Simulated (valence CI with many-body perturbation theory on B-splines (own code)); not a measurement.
E1 transitions of Ir⁶²⁺

Method: relativistic CI+MBPT: five valence electrons over a frozen Dirac-Fock core [Ne], radial functions for each j: 11 s, 11 p, 10 d, 8 f, 5 g, 2 h, with the one-electron correlation potential Σ1, the two-electron term Σ2, the three-electron term Σ3, Breit, model QED; selected CI, second order for the rest, scaled by the run's own slope (own B-spline code, finite nucleus).

The last digits are not significant, and no measured levels were compared; by estimate large intervals hold to a few tenths of a per cent, small ones and those within an open d or f shell to about a per cent. Among the levels kept, up to 3100 cm⁻¹ of a level comes from second order outside the variational space, and about a tenth of that is noise between levels of different J, which matters for small intervals.

Lines 51 to 100 of 577 in falling wavelength, among levels below 12557 × 10³ cm⁻¹, chosen from the strongest by gf and those to the six lowest levels. Wavelengths and rates use the calculated energies. Electric multipoles are in the length gauge, E1 and E2 with the static RPA response of the core. Weak lines are less certain than strong ones. Lines between different terms over intervals too small for the method are left out, as are lines whose strength nearly cancels. The highest levels of a list are the least certain.

Levels are named by their leading jj configuration (3d3/2^4 stands for four electrons in 3d with j = 3/2), which in mixed levels can hold well under half, so a name can repeat and another be missing. Letters in brackets count levels of one name in rising energy.

| λ vac (Å) | Upper | Lower | A (s⁻¹) | S (a.u.) with core polarisation | S without |
| --- | --- | --- | --- | --- | --- |
| 61.09 | (3s 3p1/2^2 3d5/2^2) J=7/2 | (3s^2 3p1/2 3d5/2^2) J=7/2 | 1.74e+10 | 1.57e-02 | 1.59e-02 |
| 60.95 | (3s 3p1/2^2 3p3/2 3d5/2) J=5/2 [b] | (3s^2 3p1/2 3p3/2 3d5/2) J=7/2 [b] | 4.16e+10 | 2.79e-02 | 2.83e-02 |
| 60.78 | (3s 3p1/2 3p3/2^2 3d5/2) J=3/2 [f] | (3s^2 3p3/2^2 3d5/2) J=5/2 [b] | 3.16e+10 | 1.40e-02 | 1.42e-02 |
| 60.64 | (3s 3p1/2^2 3p3/2^2) J=3/2 | (3s^2 3p1/2 3p3/2^2) J=5/2 | 3.77e+10 | 1.66e-02 | 1.69e-02 |
| 60.40 | (3s 3p1/2^2 3p3/2 3d5/2) J=5/2 [b] | (3s^2 3p1/2 3p3/2 3d5/2) J=5/2 [b] | 1.80e+10 | 1.17e-02 | 1.19e-02 |
| 60.35 | (3s 3p1/2 3p3/2^2 3d5/2) J=7/2 [b] | (3s^2 3p3/2^2 3d5/2) J=7/2 | 1.84e+10 | 1.60e-02 | 1.62e-02 |
| 59.97 | (3p1/2^2 3p3/2^2 3d3/2) J=3/2 | (3s 3p1/2 3p3/2^2 3d3/2) J=5/2 [c] | 3.03e+10 | 1.29e-02 | 1.31e-02 |
| 59.37 | (3s 3p1/2^2 3d3/2^2) J=3/2 | (3s 3p1/2^2 3p3/2 3d3/2) J=5/2 [b] | 3.54e+10 | 1.46e-02 | 1.48e-02 |
| 59.15 | (3s 3p1/2 3p3/2^3) J=3/2 [b] | (3s^2 3p3/2^3) J=3/2 | 2.47e+10 | 1.01e-02 | 1.02e-02 |
| 58.76 | (3p1/2^2 3p3/2^2 3d3/2) J=5/2 | (3s 3p1/2 3p3/2^2 3d3/2) J=7/2 [b] | 2.33e+10 | 1.40e-02 | 1.42e-02 |
| 58.17 | (3s 3p1/2^2 3p3/2 3d3/2) J=5/2 [b] | (3s^2 3p1/2 3p3/2 3d3/2) J=7/2 | 5.40e+10 | 3.15e-02 | 3.19e-02 |
| 58.09 | (3s 3p1/2 3p3/2^2 3d5/2) J=7/2 [c] | (3s^2 3p3/2^2 3d5/2) J=9/2 | 3.69e+10 | 2.86e-02 | 2.90e-02 |
| 57.96 | (3s^2 3p1/2 3p3/2 3d3/2) J=1/2 [a] | (3s^2 3p1/2 3p3/2^2) J=1/2 | 4.10e+09 | 7.87e-04 | 7.98e-04 |
| 57.84 | (3s^2 3p1/2 3p3/2 3d3/2) J=3/2 [a] | (3s^2 3p1/2 3p3/2^2) J=1/2 | 2.89e+09 | 1.10e-03 | 1.12e-03 |
| 57.76 | (3s 3p1/2^2 3p3/2 3d5/2) J=7/2 [b] | (3s^2 3p1/2 3p3/2 3d5/2) J=9/2 | 4.40e+10 | 3.35e-02 | 3.40e-02 |
| 57.59 | (3s 3p1/2 3p3/2^2 3d5/2) J=9/2 [c] | (3s^2 3p3/2^2 3d5/2) J=9/2 | 3.18e+10 | 3.00e-02 | 3.04e-02 |
| 57.49 | (3s 3p1/2^2 3p3/2 3d3/2) J=3/2 [b] | (3s^2 3p1/2 3p3/2 3d3/2) J=5/2 [a] | 2.74e+10 | 1.03e-02 | 1.04e-02 |
| 57.21 | (3s 3p1/2^2 3p3/2^2) J=3/2 | (3s^2 3p1/2 3p3/2^2) J=3/2 | 1.83e+10 | 6.75e-03 | 6.85e-03 |
| 57.14 | (3p1/2^2 3p3/2^3) J=3/2 | (3s 3p1/2 3p3/2^3) J=5/2 | 7.43e+10 | 2.74e-02 | 2.78e-02 |
| 57.00 | (3s 3p1/2 3p3/2^2 3d3/2) J=5/2 [e] | (3s^2 3p3/2^2 3d3/2) J=7/2 | 4.21e+10 | 2.31e-02 | 2.34e-02 |
| 56.53 | (3s 3p1/2^2 3p3/2^2) J=1/2 | (3s^2 3p1/2 3p3/2^2) J=3/2 | 3.77e+08 | 6.72e-05 | 6.80e-05 |
| 56.49 | (3s 3p1/2 3p3/2^2 3d5/2) J=5/2 [c] | (3s^2 3p3/2^2 3d5/2) J=7/2 | 2.12e+10 | 1.13e-02 | 1.15e-02 |
| 56.27 | (3p1/2^2 3p3/2^2 3d3/2) J=7/2 | (3s 3p1/2 3p3/2^2 3d3/2) J=9/2 | 5.93e+10 | 4.17e-02 | 4.23e-02 |
| 56.25 | (3s 3p1/2 3p3/2 3d3/2^2) J=3/2 [a] | (3s 3p1/2 3p3/2^2 3d3/2) J=5/2 [a] | 2.81e+10 | 9.86e-03 | 1.00e-02 |
| 55.55 | (3s 3p1/2 3p3/2 3d3/2^2) J=5/2 [a] | (3s 3p1/2 3p3/2^2 3d3/2) J=7/2 [a] | 4.53e+10 | 2.30e-02 | 2.33e-02 |
| 54.79 | (3s 3p1/2 3p3/2 3d3/2^2) J=7/2 [a] | (3s 3p1/2 3p3/2^2 3d3/2) J=9/2 | 3.40e+10 | 2.21e-02 | 2.24e-02 |
| 54.73 | (3s^2 3p1/2 3p3/2 3d3/2) J=5/2 [a] | (3s^2 3p1/2 3p3/2^2) J=5/2 | 7.60e+09 | 3.69e-03 | 3.74e-03 |
| 54.62 | (3s 3p1/2^2 3p3/2 3d3/2) J=1/2 [b] | (3s^2 3p1/2 3p3/2 3d3/2) J=3/2 [a] | 5.78e+10 | 9.29e-03 | 9.42e-03 |
| 54.34 | (3s 3p1/2^2 3p3/2 3d5/2) J=7/2 [b] | (3s^2 3p1/2 3p3/2 3d5/2) J=7/2 [a] | 2.12e+10 | 1.34e-02 | 1.36e-02 |
| 53.93 | (3s 3p1/2^2 3d3/2^2) J=5/2 | (3s 3p1/2^2 3p3/2 3d3/2) J=3/2 [b] | 1.88e+10 | 8.75e-03 | 8.87e-03 |
| 53.77 | (3s^2 3p1/2 3p3/2 3d3/2) J=3/2 [a] | (3s^2 3p1/2 3p3/2^2) J=5/2 | 2.11e+10 | 6.48e-03 | 6.57e-03 |
| 52.72 | (3p1/2^2 3p3/2^2 3d3/2) J=1/2 | (3p1/2^2 3p3/2^3) J=3/2 | 6.41e+10 | 9.27e-03 | 9.40e-03 |
| 51.78 | (3s^2 3p1/2 3p3/2 3d3/2) J=7/2 | (3s^2 3p1/2 3p3/2^2) J=5/2 | 1.62e+09 | 8.88e-04 | 9.00e-04 |
| 51.29 | (3s^2 3p1/2^2 3d3/2) J=3/2 | (3s^2 3p1/2^2 3p3/2) J=3/2 | 1.41e+10 | 3.75e-03 | 3.79e-03 |
| 51.14 | (3s^2 3p1/2 3p3/2 3d3/2) J=1/2 [a] | (3s^2 3p1/2 3p3/2^2) J=3/2 | 5.71e+09 | 7.54e-04 | 7.64e-04 |
| 51.05 | (3s^2 3p1/2 3p3/2 3d3/2) J=3/2 [a] | (3s^2 3p1/2 3p3/2^2) J=3/2 | 8.53e+08 | 2.24e-04 | 2.26e-04 |
| 50.42 | (3s 3p1/2^2 3d3/2 3d5/2) J=7/2 [b] | (3s 3p1/2^2 3p3/2 3d5/2) J=7/2 [b] | 1.62e+10 | 8.22e-03 | 8.34e-03 |
| 47.67 | (3s^2 3p1/2 3d3/2 3d5/2) J=9/2 | (3s^2 3p1/2 3p3/2 3d5/2) J=9/2 | 1.92e+10 | 1.02e-02 | 1.04e-02 |
| 46.62 | (3s^2 3p1/2 3p3/2 3d3/2) J=1/2 [b] | (3s^2 3p1/2 3p3/2^2) J=1/2 | 7.98e+08 | 7.98e-05 | 8.16e-05 |
| 46.43 | (3s^2 3p1/2 3p3/2 3d3/2) J=3/2 [b] | (3s^2 3p1/2 3p3/2^2) J=1/2 | 1.37e+09 | 2.71e-04 | 2.75e-04 |
| 45.76 | (3s^2 3p1/2 3p3/2 3d3/2) J=5/2 [b] | (3s^2 3p1/2 3p3/2^2) J=5/2 | 3.42e+09 | 9.69e-04 | 9.83e-04 |
| 44.21 | (3s 3p1/2^2 3d3/2 3d5/2) J=9/2 | (3s 3p1/2^2 3p3/2 3d5/2) J=9/2 | 2.72e+10 | 1.16e-02 | 1.17e-02 |
| 43.77 | (3s^2 3p1/2 3p3/2 3d3/2) J=3/2 [b] | (3s^2 3p1/2 3p3/2^2) J=5/2 | 2.05e+09 | 3.40e-04 | 3.47e-04 |
| 42.11 | (3s^2 3p1/2 3p3/2 3d3/2) J=1/2 [b] | (3s^2 3p1/2 3p3/2^2) J=3/2 | 9.79e+09 | 7.21e-04 | 7.30e-04 |
| 41.95 | (3s^2 3p1/2 3p3/2 3d3/2) J=3/2 [b] | (3s^2 3p1/2 3p3/2^2) J=3/2 | 1.37e+08 | 2.00e-05 | 2.06e-05 |
| 40.33 | (3s^2 3p3/2 3d5/2^2) J=5/2 | (3s^2 3p3/2^2 3d5/2) J=5/2 [b] | 3.44e+10 | 6.68e-03 | 6.76e-03 |
| 39.64 | (3s^2 3p3/2 3d5/2^2) J=5/2 | (3s^2 3p3/2^2 3d5/2) J=3/2 | 9.43e+10 | 1.74e-02 | 1.76e-02 |
| 39.37 | (3s 3p1/2^2 3d3/2 3d5/2) J=7/2 [b] | (3s^2 3p1/2 3d3/2^2) J=5/2 | 3.62e+10 | 8.72e-03 | 8.82e-03 |
| 38.50 | (3s^2 3p1/2 3p3/2 3d5/2) J=3/2 [a] | (3s^2 3p1/2 3p3/2^2) J=1/2 | 2.30e+09 | 2.60e-04 | 2.63e-04 |
| 38.19 | (3s^2 3p1/2 3p3/2 3d5/2) J=7/2 [a] | (3s^2 3p1/2 3p3/2^2) J=5/2 | 1.23e+09 | 2.70e-04 | 2.73e-04 |
